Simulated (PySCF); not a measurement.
Compound: C₃H₉PSi.
Atom-mapped SMILES: `[CH2:1]=[CH:2][CH2:3][SiH2:4][PH2:5]` (hydrogens: H6, H7 on C1; H8 on C2; H9, H10 on C3; H11, H12 on Si4; H13, H14 on P5)

Cartesian coordinates in Å at the GFN2-xTB level; atoms count from 1:
```xyz
14
C3H9PSi angstrom
C     -2.070   -0.363   -0.736
C     -1.069   -0.757    0.030
C     -0.645   -0.087    1.288
Si     1.006    0.847    1.030
P      2.421   -0.606    0.075
H     -2.684    0.483   -0.473
H     -2.325   -0.872   -1.650
H     -0.465   -1.610   -0.259
H     -1.413    0.607    1.629
H     -0.501   -0.835    2.069
H      1.567    1.237    2.329
H      0.774    2.055    0.226
H      1.962   -0.412   -1.215
H      3.443    0.312   -0.085
```

Method: TDDFT PBE0/def2-SVPD, vertical, gas phase, core orbitals frozen in the response (PySCF 2.14.0, density-fitted response routines).

Ground-to-excited transition dipoles (e·a0, same axes as the geometry; the sign carries no meaning), for the states with f of 0.002 or more among the lowest 7:

| state | E (eV) | μx | μy | μz |
| --- | --- | --- | --- | --- |
| S1 | 6.399 | -0.123 | 0.208 | -0.068 |
| S2 | 6.529 | 0.642 | -0.337 | 0.183 |
| S3 | 6.568 | -0.516 | 0.058 | -0.331 |
| S4 | 6.673 | -0.785 | -0.233 | -0.472 |
| S5 | 6.770 | 0.021 | -0.073 | 0.229 |
| S6 | 6.879 | 0.325 | -0.358 | -0.387 |
| S7 | 7.063 | -0.648 | 0.354 | -0.085 |

Problem. What oscillator strength does each state have?

Solution. f = (2/3) ΔE |μ|² with ΔE in hartree (27.2114 eV).

| state | \|μ\|² (au) | \|μ\| (D) | f |
| --- | --- | --- | --- |
| S1 | 0.063 | 0.64 | 0.010 |
| S2 | 0.559 | 1.90 | 0.089 |
| S3 | 0.379 | 1.57 | 0.061 |
| S4 | 0.894 | 2.40 | 0.146 |
| S5 | 0.058 | 0.61 | 0.010 |
| S6 | 0.384 | 1.57 | 0.065 |
| S7 | 0.553 | 1.89 | 0.096 |

Problem. Which bond between heavy atoms lies closest to the direction of the S4 transition dipole?

Solution. C1–C2, at 32° from it; next C2–C3 and C3–Si4 at 40°.

Problem. What angle do the transition dipoles of S2 and S7 make?

Solution. |cos θ| = |μa·μb| / (|μa| |μb|) = 0.99, so θ ≈ 8° (taken between 0 and 90°, since the signs are arbitrary).

Problem. How is the summed strength of these states shared among x, y and z?

Solution. (2/3) Σ ΔE μα² gives 0.303 for x, 0.079 for y and 0.095 for z, 0.476 in all.

Problem. What peak molar absorption coefficient would the strongest computed level give as a lone Gaussian band 0.4 eV wide at half height?

Solution. ε(max) = 2.175×10⁸ f / FWHM, with the width in cm⁻¹. S4: 2.175×10⁸ × 0.1461 / 3226 ≈ 9800 L mol⁻¹ cm⁻¹.

One conformer stands for the species.
